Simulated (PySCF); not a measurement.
**Dipole response of Si (silicon, neutral)**

[Ne] 3s2 3p2, high-spin 3P determinant. Calculation: PySCF 2.14, in aug-cc-pV(5+d)Z (8s7p6d4f3g2h, 136 functions); the non-relativistic Hamiltonian (point nucleus). Coupled (time-dependent) response in atomic units; α is the mean over directions.

| method | mean α (bohr³) | α xx, yy, zz | C₆ (like pair) | S(−4) |
| --- | --- | --- | --- | --- |
| CAM-B3LYP | 39.28 | 32.81, 42.52, 42.52 | 318.6 | 638.5 |

S(−4) is the Cauchy moment in α(ω) = α(0) + S(−4) ω² + …

Reference α: 37.3 ± 0.7 bohr³ (recommended; Schwerdtfeger and Nagle, table of static dipole polarizabilities (2023 update)). Published C₆: 305.0 (Chu and Dalgarno (2004); Tang, Norbeck and Certain (1976)).

α(iu) at CAM-B3LYP:

```tsv
u (hartree)	α(iu) (bohr³)
0	39.28
0.0500	37.77
0.100	34.03
0.200	25.09
0.300	17.98
0.500	9.805
0.750	5.353
1.00	3.343
1.50	1.685
2.00	1.041
3.00	0.5421
5.00	0.2484
```

A single London oscillator, α(iu) = α/(1 + u²/ω²), gives C₆ = (3/4) ω α². Matching the computed C₆ needs ω = 4 × 318.6 / (3 × 39.28²) = 0.275 hartree.

The components differ because the open shell of this determinant is not spherical; for a pure term their mean is the scalar polarisability.
